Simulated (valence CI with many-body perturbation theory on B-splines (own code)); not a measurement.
Results of a calculation; reference values are marked as such.
Level structure of Rb⁵⁺

Method: relativistic CI+MBPT: four valence electrons over a frozen Dirac-Fock core [Ar] 3d10, radial functions for each j: 11 s, 11 p, 10 d, 8 f, 5 g, 2 h, with the one-electron correlation potential Σ1 (screened to all orders), the two-electron term Σ2, the three-electron term Σ3, Breit, model QED; selected single and double excitations, second order for the rest, scaled by the run's own slope (own B-spline code, finite nucleus).

Set against measurement, 13 paired levels are off by 121 cm⁻¹ on average, the worst by 245. These come from a selection out of Sansonetti, J. Phys. Chem. Ref. Data 35, 301 (2006). Levels without a partner in it may be off by more. Among the levels kept, up to 1100 cm⁻¹ of a level comes from second order outside the variational space, and about a tenth of that is noise between levels of different J, which matters for small intervals.

Levels 46 to 90 of 176, with energies above the lowest level, 4s2.4p2 3P_0. "Leading %" is the weight of the configuration and term that name the level; weights of strongly mixed levels are sums over their largest components and can fall short. In the jj column 3d3/2^4 stands for four electrons in 3d with j = 3/2.

| No. | Configuration | Term | J | E (cm⁻¹) | Leading % | g | Leading jj | Second component |
| --- | --- | --- | --- | --- | --- | --- | --- | --- |
| 46 | 4s2.4p.5p | 3D | 1 | 351100 | 51 | 0.752 | 4s^2 4p1/2 5p1/2 (90 %) | 41 % 4s2.4p.5p 1P |
| 47 | 4s.4p2.4d | 3F | 2 | 354600 | 91 | 0.678 | 4s 4p1/2 4p3/2 4d5/2 (37 %) | 4 % 4s2.4d2 3F |
| 48 | 4s2.4p.5p | 3D | 1 | 356910 | 31 | 1.080 | 4s^2 4p1/2 5p3/2 (77 %) | 27 % 4s2.4p.5p 1P |
| 49 | 4s.4p2.4d | 3F | 3 | 357250 | 88 | 1.099 | 4s 4p1/2 4p3/2 4d5/2 (36 %) | 4 % 4s2.4d2 3F |
| 50 | 4s2.4p.5p | 3D | 2 | 357390 | 79 | 1.186 | 4s^2 4p1/2 5p3/2 (80 %) | 9 % 4s2.4p.5p 3P |
| 51 | 4s2.4p.5p | 3P | 0 | 358270 | 87 |  | 4s^2 4p1/2 5p1/2 (82 %) | 6 % 4s2.4p.5p 1S |
| 52 | 4p4 | 1S | 0 | 359830 | 62 |  | 4p1/2^2 4p3/2^2 (34 %) | 26 % 4s.4p2.4d 1S |
| 53 | 4s.4p2.4d | 3F | 4 | 361250 | 83 | 1.266 | 4s 4p3/2^2 4d5/2 (64 %) | 7 % 4s.4p2.4d 5D |
| 54 | 4s2.4p.5p | 3P | 1 | 363310 | 59 | 1.263 | 4s^2 4p3/2 5p1/2 (54 %) | 21 % 4s2.4p.5p 1P |
| 55 | 4s.4p2.4d | 5P | 3 | 364150 | 94 | 1.658 | 4s 4p1/2 4p3/2 4d5/2 (48 %) |  |
| 56 | 4s2.4p.5p | 3D | 3 | 365400 | 94 | 1.334 | 4s^2 4p3/2 5p3/2 (94 %) |  |
| 57 | 4s.4p2.4d | 5P | 2 | 366100 | 85 | 1.780 | 4s 4p1/2 4p3/2 4d3/2 (30 %) | 8 % 4s2.4p.5p 3P |
| 58 | 4s2.4p.5p | 3P | 2 | 366150 | 63 | 1.451 | 4s^2 4p3/2 5p1/2 (53 %) | 12 % 4s2.4p.5p 3D |
| 59 | 4s.4p2.4d | 5P | 1 | 367240 | 96 | 2.485 | 4s 4p3/2^2 4d3/2 (42 %) |  |
| 60 | 4s2.4p.5p | 3S | 1 | 369600 | 82 | 1.907 | 4s^2 4p3/2 5p3/2 (52 %) | 8 % 4s2.4p.5p 3P |
| 61 | 4s.4p2.4d | 3P | 2 | 371910 | 50 | 1.398 | 4s 4p1/2 4p3/2 4d5/2 (34 %) | 18 % 4s2.4p.5p 1D |
| 62 | 4s2.4p.5p | 1D | 2 | 373160 | 62 | 1.165 | 4s^2 4p3/2 5p3/2 (59 %) | 15 % 4s2.4p.5p 3P |
| 63 | 4s.4p2.4d | 3G | 3 | 376100 | 70 | 0.766 | 4s 4p1/2 4p3/2 4d3/2 (53 %) | 20 % 4s2.4p.4f 3G |
| 64 | 4s.4p2.4d | 3P | 1 | 376980 | 69 | 1.470 | 4s 4p3/2^2 4d5/2 (24 %) | 21 % 4p4 3P |
| 65 | 4s.4p2.4d | 3G | 4 | 377810 | 74 | 1.057 | 4s 4p1/2 4p3/2 4d5/2 (32 %) | 19 % 4s2.4p.4f 3G |
| 66 | 4s.4p2.4d | 3G | 5 | 379910 | 78 | 1.203 | 4s 4p1/2 4p3/2 4d5/2 (43 %) | 17 % 4s2.4p.4f 3G |
| 67 | 4s.4p2.4d | 3P | 0 | 380240 | 70 |  | 4s 4p3/2^2 4d5/2 (39 %) | 22 % 4p4 3P |
| 68 | 4s2.4p.5p | 1S | 0 | 383910 | 88 |  | 4s^2 4p3/2 5p3/2 (81 %) | 5 % 4s2.4p.5p 3P |
| 69 | 4s.4p2.4d | 1F | 3 | 387340 | 53 | 1.034 | 4s 4p1/2 4p3/2 4d5/2 (35 %) | 26 % 4s2.4p.4f 1F |
| 70 | 4s.4p2.4d | 3D | 2 | 389470 | 84 | 1.148 | 4s 4p1/2 4p3/2 4d5/2 (29 %) | 6 % 4s.4p2.4d 3F |
| 71 | 4s.4p2.4d | 3D | 1 | 389550 | 92 | 0.542 | 4s 4p1/2 4p3/2 4d5/2 (38 %) |  |
| 72 | 4s.4p2.4d | 3D | 3 | 390620 | 80 | 1.302 | 4s 4p1/2 4p3/2 4d5/2 (40 %) | 7 % 4s.4p2.4d 3F |
| 73 | 4s.4p2.4d | 1G | 4 | 391230 | 72 | 1.016 | 4s 4p1/2 4p3/2 4d5/2 (45 %) | 14 % 4s2.4d2 1G |
| 74 | 4s2.4p.4f | 3F | 2 | 394960 | 53 | 0.730 | 4s^2 4p1/2 4f5/2 (48 %) | 26 % 4s.4p2.4d 3F |
| 75 | 4s2.4p.4f | 3F | 3 | 396310 | 47 | 1.106 | 4s^2 4p1/2 4f7/2 (25 %) | 23 % 4s.4p2.4d 3F |
| 76 | 4s2.4p.4f | 3F | 4 | 397810 | 53 | 1.240 | 4s^2 4p3/2 4f7/2 (35 %) | 38 % 4s.4p2.4d 3F |
| 77 | 4s.4p2.4d | 3F | 2 | 398860 | 71 | 0.770 | 4s 4p1/2 4p3/2 4d3/2 (31 %) | 16 % 4s.4p2.4d 3D |
| 78 | 4s.4p2.4d | 3F | 3 | 400840 | 59 | 1.166 | 4s 4p1/2 4p3/2 4d5/2 (44 %) | 16 % 4s.4p2.4d 3D |
| 79 | 4s.4p2.4d | 3D | 1 | 402050 | 88 | 0.510 | 4s 4p1/2 4p3/2 4d5/2 (34 %) | 6 % 4s2.4p.4f 3D |
| 80 | 4s.4p2.4d | 3D | 2 | 403000 | 57 | 1.074 | 4s 4p1/2 4p3/2 4d3/2 (28 %) | 9 % 4s2.4p.4f 3D |
| 81 | 4s.4p2.4d | 3D | 3 | 404670 | 28 | 1.222 | 4s 4p3/2^2 4d5/2 (32 %) | 13 % 4s.4p2.4d 3F |
| 82 | 4s.4p2.4d | 3F | 4 | 406090 | 75 | 1.232 | 4s 4p3/2^2 4d5/2 (34 %) | 9 % 4s2.4p.4f 3F |
| 83 | 4s.4p2.4d | 3P | 0 | 406140 | 81 |  | 4s 4p1/2 4p3/2 4d5/2 (44 %) | 11 % 4s2.4d2 3P |
| 84 | 4s.4p2.4d | 3P | 1 | 407270 | 74 | 1.476 | 4s 4p1/2 4p3/2 4d5/2 (41 %) | 11 % 4s2.4d2 3P |
| 85 | 4s.4p2.4d | 1P | 1 | 408200 | 75 | 1.004 | 4s 4p1/2 4p3/2 4d3/2 (42 %) | 6 % 4s.4p2.4d 3D |
| 86 | 4s2.4p.4f | 3D | 3 | 408700 | 21 | 1.185 | 4s 4p1/2 4p3/2 4d3/2 (19 %) | 18 % 4s.4p2.4d 1F |
| 87 | 4s.4p2.4d | 3P | 2 | 409190 | 73 | 1.471 | 4s 4p3/2^2 4d5/2 (36 %) | 11 % 4s2.4d2 3P |
| 88 | 4s2.4p.4f | 3D | 2 | 410740 | 44 | 1.131 | 4s^2 4p3/2 4f5/2 (37 %) | 37 % 4s.4p2.4d 3D |
| 89 | 4s2.4p.4f | 3D | 1 | 411430 | 57 | 0.503 | 4s^2 4p3/2 4f5/2 (57 %) | 32 % 4s.4p2.4d 3D |
| 90 | 4s2.4p.4f | 1F | 3 | 413250 | 28 | 1.124 | 4s 4p3/2^2 4d5/2 (31 %) | 25 % 4s.4p2.4d 3D |

Names give the largest LS component (configuration and term), which can be under half, so a name can repeat, a term be missing and a line seem to break the LS rules; names also repeat where a configuration has a term twice.

Where two levels of one J and parity lie close, their mixing, g and order are uncertain.
